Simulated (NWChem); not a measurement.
Species: SiH₂Cl₂; SMILES Cl[SiH2]Cl

```xyz
5

Si     0.0000     0.0000    -0.7573
Cl    -1.6840     0.0000     0.4220
Cl     1.6840     0.0000     0.4220
H      0.0000     1.2330    -1.5819
H      0.0000    -1.2330    -1.5819
```
Atoms are numbered in this order, from 1.

Program: NWChem. Geometry optimised at PBE0/def2-SVP; all other runs use it. 

| quantity | level | value |
|---|---|---|
| vertical, lowest excitation, singlet (eV) | B3LYP/def2-SVPD, TDA | 7.20 |
| solvation free energy (kcal/mol) in water | PBE0/def2-SVP, SMD | 0.5 |
| −ε(HOMO) (eV) | PBE/def2-SVP | 7.54 |
| anisotropy (bohr³), static | B3LYP/def2-SVPD | 15.0 |
| dipole (D) | PBE0/def2-SVP | 1.34 |
| highest harmonic frequency (cm⁻¹) | PBE0/def2-SVP | 2294 |
